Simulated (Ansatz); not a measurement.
A nudged elastic band was laid between two geometries of GaH3O3 + H3P (11 atoms, charge 0, multiplicity 1).

These are results of Ansatz 0.2.0, RKS PBE0/def2-SVP, not measurements.

```json
{"movable images": "7", "climbing image": "yes", "spring": "5.0 eV/Å²", "optimiser": "quadratic models (default)", "start path": "through a guess of the saddle point", "force threshold": "0.05 eV/Å", "iteration limit": "60", "end points": "relaxed"}
```

Image 0:

```xyz
11
Properties=species:S:1:pos:R:3
Ga -0.044 -0.891 0.455
O 1.211 -1.411 -0.704
O 0.282 -0.161 2.044
O -1.735 -1.244 0.056
H 0.596 1.224 -1.411
P -0.361 2.185 -0.953
H 2.118 -1.225 -0.444
H 1.212 -0.006 2.234
H -1.824 -1.697 -0.789
H -1.426 1.233 -0.913
H -0.030 1.993 0.425
```

Image 8:

```xyz
11
Properties=species:S:1:pos:R:3
Ga -0.211 -0.144 0.182
O 1.454 -0.865 -0.960
O 1.071 -0.304 1.482
O -1.372 -1.510 0.272
H 1.899 -0.164 -1.455
P -0.559 1.959 -0.752
H 1.899 -0.903 -0.080
H 0.814 -0.848 2.234
H -2.149 -1.422 -0.287
H -1.905 1.683 -1.144
H -0.941 2.519 0.506
```

Question: What changes between the two ends?

Answer: Bonds broken: H5–P6. Bonds formed: Ga1–P6, O2–H5. GaH3O3 + H3P becomes GaH6O3P.

Question: What energy profile does the band end with?

Answer: The forces met the threshold. The highest image is number 2 of 0 to 8, 72.3 kJ/mol above the first end and 142.7 kJ/mol above the last; the last end lies 70.4 kJ/mol below the first. A vibrational analysis at the climbing image gives one clearly imaginary mode, 1115i cm⁻¹: a first-order saddle point. The orbitals stay closed-shell, which can raise the energy where a bond breaks towards radicals; this wasn't checked here.

```json
{"image": "0", "path coordinate (Å)": "0.00", "energy (kJ/mol)": "0.0", "H5–P6 (Å)": "1.43", "Ga1–P6 (Å)": "3.40", "O2–H5 (Å)": "2.80"}
{"image": "1", "path coordinate (Å)": "0.71", "energy (kJ/mol)": "9.6", "H5–P6 (Å)": "1.44", "Ga1–P6 (Å)": "3.18", "O2–H5 (Å)": "2.08"}
{"image": "2", "path coordinate (Å)": "1.42", "energy (kJ/mol)": "72.3", "H5–P6 (Å)": "1.68", "Ga1–P6 (Å)": "2.71", "O2–H5 (Å)": "1.32"}
{"image": "3", "path coordinate (Å)": "2.00", "energy (kJ/mol)": "-0.5", "H5–P6 (Å)": "2.08", "Ga1–P6 (Å)": "2.44", "O2–H5 (Å)": "1.00"}
{"image": "4", "path coordinate (Å)": "2.58", "energy (kJ/mol)": "-40.7", "H5–P6 (Å)": "2.47", "Ga1–P6 (Å)": "2.35", "O2–H5 (Å)": "0.97"}
{"image": "5", "path coordinate (Å)": "3.16", "energy (kJ/mol)": "-53.9", "H5–P6 (Å)": "2.85", "Ga1–P6 (Å)": "2.34", "O2–H5 (Å)": "0.97"}
{"image": "6", "path coordinate (Å)": "3.74", "energy (kJ/mol)": "-62.0", "H5–P6 (Å)": "3.13", "Ga1–P6 (Å)": "2.34", "O2–H5 (Å)": "0.97"}
{"image": "7", "path coordinate (Å)": "4.32", "energy (kJ/mol)": "-68.3", "H5–P6 (Å)": "3.29", "Ga1–P6 (Å)": "2.33", "O2–H5 (Å)": "0.97"}
{"image": "8", "path coordinate (Å)": "4.90", "energy (kJ/mol)": "-70.4", "H5–P6 (Å)": "3.32", "Ga1–P6 (Å)": "2.33", "O2–H5 (Å)": "0.97"}
```

Question: What is the geometry of the highest image?

Answer: 
```xyz
11
Properties=species:S:1:pos:R:3
Ga -0.199 -0.552 0.410
O 1.140 -0.842 -0.932
O 0.370 -0.384 2.090
O -1.724 -1.422 0.134
H 0.815 0.424 -1.082
P -0.107 1.817 -0.913
H 2.041 -1.067 -0.664
H 1.071 0.261 2.220
H -1.845 -1.693 -0.781
H -1.456 1.358 -0.969
H -0.107 2.101 0.486
```

Question: What are the harmonic wavenumbers there?

Answer: 1115i, 100, 139, 156, 165, 184, 195, 215, 269, 325, 411, 473, 545, 601, 687, 730, 734, 793, 827, 1066, 1211, 1425, 2415, 2437, 3847, 3921, 3934 cm⁻¹.

The run took 8.2 min on 4 threads of Arm Neoverse N1, on a shared host, peak memory 0.38 GiB.
